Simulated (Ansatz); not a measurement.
One change: `FC(F)(F)C(F)(F)F` becomes `FC(F)CC(F)(F)C(F)(F)F`.

Ansatz, PBE0-D4/def2-TZVP geometries, multiplicity 1. Each molecule was computed in one conformer, which needn't be the lowest.

```
                                        property  `FC(F)(F)C(F)(F)F`
size of the dipole moment (B3LYP/def2-TZVPP) / D                0.00
           HOMO energy (ωB97M-V/def2-TZVPP) / eV              -13.73
              HOMO energy (PBE0/def2-TZVPP) / eV              -11.33
               HOMO energy (PBE/def2-TZVPP) / eV               -9.41
             HOMO–LUMO gap (PBE/def2-TZVPP) / eV               10.29
  size of the dipole moment (PBE/def2-TZVPP) / D                0.00
```

Problem. Give the same properties after the change, and the shifts. (An estimate is asked.)

Solution. Ansatz gave: 
| property | `FC(F)CC(F)(F)C(F)(F)F` | shift |
| --- | --- | --- |
| size of the dipole moment (B3LYP/def2-TZVPP) / D | 1.15 | 1.15 |
| HOMO energy (ωB97M-V/def2-TZVPP) / eV | -12.69 | 1.04 |
| HOMO energy (PBE0/def2-TZVPP) / eV | -10.26 | 1.07 |
| HOMO energy (PBE/def2-TZVPP) / eV | -8.42 | 0.99 |
| HOMO–LUMO gap (PBE/def2-TZVPP) / eV | 8.64 | -1.65 |
| size of the dipole moment (PBE/def2-TZVPP) / D | 1.07 | 1.07 |

With PBE0 the HOMO rises by 1.07 eV and the LUMO falls by 0.87 eV, so the gap narrows by about 1.94 eV. PBE moves the HOMO by 0.99 eV and ωB97M-V by 1.04 eV. The zero-point energy changes by 129.8 kJ/mol with +18 modes.

B3LYP here is the variant with VWN-RPA as its local correlation; programs differ in this.
